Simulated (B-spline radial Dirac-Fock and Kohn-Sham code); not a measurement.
## S⁵⁺ 3s: cross section and angular parameters

System: S⁵⁺, configuration [Ne] 3s1; threshold 88.65 eV (orbital energy of the model). Calculated with a radial atomic solver, using Dirac-Hartree-Slater photoionisation with a Latter tail; cross sections with all multipoles, angular parameters from the dipole term and its interference with E2.

For linearly polarised light dσ/dΩ = σ/(4π) [1 + β P₂(cos θ) + (δ + γ cos²θ) sin θ cos φ], with θ from the polarisation vector and φ the angle between the beam and the projection of the electron momentum on the plane normal to the polarisation.

```
hν (eV)   σ (kb)      β       γ
    137      122  2.000   0.083
    201     65.0  2.000   0.010
    240     47.7  2.000  -0.012
    300     32.2  2.000  -0.029
    472     14.3  2.000  -0.019
    733     6.24  2.000   0.057
    775     5.59  2.000   0.072
    800     5.26  2.000   0.081
   1000     3.34  2.000   0.159
 1253.6     2.07  2.000   0.258
   1260     2.04  2.000   0.260
   1270     2.01  2.000   0.264
 1486.9        ?      ?       ?
   1580     1.24  2.000   0.377
   1830    0.892  2.000   0.460
   2000    0.728  2.000   0.514
   2250    0.554  2.000   0.588
   2890    0.306  2.000   0.763
   2950    0.291  2.000   0.779
   4590   0.0963  2.000   1.161
   5110   0.0729  2.000   1.266
 5414.7   0.0626  2.000   1.324
   5710   0.0544  2.000   1.379
   6030   0.0471  2.000   1.436
   9930   0.0121  2.000   2.019
  10500   0.0103  2.000   2.093
  11900  0.00726  1.999   2.265
  12000  0.00708  1.999   2.277
```

Q: Give the values at Al Kα (taken as 1486.9 eV).

A: σ = 1.42 kb, β = 2.000, γ = 0.344. For an s subshell δ is negligible.
